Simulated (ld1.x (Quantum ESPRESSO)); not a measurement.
# Ga: excitation energies, all-electron against PAW

ld1.x (Quantum ESPRESSO) 7.5 input, shortened:

```
&input
   title='Ga', zed=31., rel=2, dft='PBE', iswitch=3,
   config='[Ar] 3d10 4s2 4p0.5', rel_dist='average'
 /
 &inputp
   pseudotype=3, lpaw=.true., tm=.true., lloc=-1, rcloc=1.90,
   nlcc=.true., new_core_ps=.true.,
   which_augfun='BG', rmatch_augfun=0.95
 /
6
4S  1  0   2.00   0.00  1.75  2.05  0.0
4S  1  0   0.00  -0.20  1.75  2.05  0.0
4P  2  1   0.50   0.00  1.95  2.50  0.0
4P  2  1   0.00   1.90  1.95  2.50  0.0
3D  3  2  10.00   0.00  0.85  0.90  0.0
3D  3  2   0.00   3.55  0.85  0.90  0.0
 &test
   configts(1)='3d10 4s2 4p0.5'
 /
```

Open shells are filled in proportion to 2j + 1 (rel_dist='average').

Energies are relative to the spin-unpolarised reference configuration 3d10 4s2 4p0.5; without spin polarisation the order of configurations can differ from experiment.

```json
{"valence configuration": "3d10 4s2 4p1", "charge": "0", "ΔE all-electron (eV)": "-2.031", "error AE − PS (meV)": "+0.1"}
{"valence configuration": "3d10 4s2 4p0", "charge": "+1", "ΔE all-electron (eV)": "3.659", "error AE − PS (meV)": "+0.3"}
{"valence configuration": "3d10 4s1 4p0", "charge": "+2", "ΔE all-electron (eV)": "24.787", "error AE − PS (meV)": "+9.0"}
{"valence configuration": "3d10 4s1 4p2", "charge": "0", "ΔE all-electron (eV)": "4.505", "error AE − PS (meV)": "+0.3"}
{"valence configuration": "3d10 4s0 4p0", "charge": "+3", "ΔE all-electron (eV)": "56.059", "error AE − PS (meV)": "+20"}
{"valence configuration": "3d10 4s2 4p1.3", "charge": "-0.3", "ΔE all-electron (eV)": "-2.565", "error AE − PS (meV)": "+0.1"}
```

What are ΔE and the potential's error for 3d9 4s2 4p1?

ΔE = 25.663 eV all-electron; the error (AE − PS) is -71 meV.

Levels in the configuration 3d10 4s2 4p0:

```csv
level,all-electron (eV),pseudo (eV)
3d j=3/2,-27.696,-27.698
3d j=5/2,-27.234,-27.235
4s j=1/2,-16.330,-16.328
```

The ghost test of this file was not conclusive.
